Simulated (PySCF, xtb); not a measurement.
GeH4, SMILES [GeH4].

xtb 6.7.1 with GFN2-xTB at its own geometry gives an orbital gap of 8.62 eV and a dipole moment of 0.00 D.

Geometry optimised at ωB97X-D3(BJ)/def2-TZVPD. The isomer is the one that the SMILES or the coordinates give; other isomers of the formula were not compared.

What does PBE0/def2-TZVPD run with PySCF give? (Estimate from the structure and the level; the computed values follow.)

gap 9.90 eV (levels -9.65 and 0.25 eV), dipole 0.00 D.
